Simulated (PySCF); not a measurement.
Compound: C7H12O.
SMILES: `C=C1CC[C@@]1(C)OC`

Torsions of this conformer, `[CH2:1]=[C:2]1[CH2:3][CH2:4][C@@:5]1([CH3:6])[O:7][CH3:8]`: C4–C5–O7–C8 162°.

The closed-shell ground state was solved at several levels (PySCF, density fitting, gas phase, non-relativistic). One conformer (not necessarily the lowest) at the PBE0-D3(BJ)/def2-SVP geometry, without solvent, vibrations or thermal averaging.

```json
{"level": "PBE0/pcSseg-1", "basis functions": "196", "total energy (Eh)": "-348.6731", "HOMO (eV)": "-7.21", "LUMO (eV)": "0.10", "gap (eV)": "7.31", "dipole (D)": "0.93"}
{"level": "CAM-B3LYP/pcSseg-1", "basis functions": "196", "total energy (Eh)": "-348.9039", "HOMO (eV)": "-8.62", "LUMO (eV)": "1.28", "gap (eV)": "9.90", "dipole (D)": "0.97"}
```

What might PBE0/def2-SVPD (259 basis functions) give for the same quantities?

Total energy -348.4850 Eh, HOMO -7.28 eV, LUMO -0.01 eV, gap 7.27 eV, dipole 0.89 D.

Over all these levels, which gives the widest orbital gap and which the narrowest?

CAM-B3LYP/pcSseg-1 (range-separated hybrid) has the widest, 9.90 eV, and PBE0/def2-SVPD (global hybrid, 25 % exact exchange) the narrowest, 7.27 eV. Functional and basis both differ between the two, so the spread mixes both effects.

How far do the dipole and the HOMO energy spread over the levels?

The dipole runs from 0.89 to 0.97 D (mean 0.93 D) and the HOMO from -8.62 to -7.21 eV.
